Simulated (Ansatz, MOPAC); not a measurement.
Molecule: SbBr$_{2}$ (charge 0, doublet). SMILES: [Br][Sb][Br]
Structure (B3LYP-D3(BJ)/def2-TZVP (Ansatz, a quantum-chemistry and plane-wave program) minimum search):
```
Sb
Br 1 2.5221
Br 1 2.5221 2 99.99
```
Charge 0, spin multiplicity 2.

Quantity: vertical ionisation energy to the singlet, in eV. Conventions: each state is the SCF solution reached for its charge and spin; STO-3G and 3-21G all-electron and non-relativistic; PM7 with its own dispersion and hydrogen-bond terms; open shells spin-unrestricted; dispersion terms only where a functional's name holds one; LANL2DZ with its own core potentials from Na on; def2 sets with scalar-relativistic core potentials past Kr; spin-orbit terms left out. Ab initio and DFT rows: single points at B3LYP-D3(BJ) geometries (Ansatz). Semi-empirical rows: differences of heats of formation at the shared geometry for vertical values.

```
level               program  vertical ionisation energy to the singlet (eV)
------------------  -------  ----------------------------------------------
PM3                   MOPAC                                            9.75
PM7                   MOPAC                                            8.70
MNDO                  MOPAC                                            9.63
HF/LANL2DZ           Ansatz                                            8.93
B3LYP/STO-3G         Ansatz                                            6.05
B3LYP/LANL2DZ        Ansatz                                            8.64
PBE0/def2-TZVPD      Ansatz                                            8.31
wB97M-V/def2-TZVPD   Ansatz                                            8.42
```

No value to compare with is used here. The 6 habitual levels span 6.05 (B3LYP/STO-3G) to 9.75 eV (PM3); PBE0/def2-TZVPD gives 8.31.

The levels are drawn from those run, B3LYP/6-31G* more often than the rest, none by its result; left out are runs that failed, that the program found above a lower state of the same kind, or whose <S^2> lies over 0.5 above the pure value.
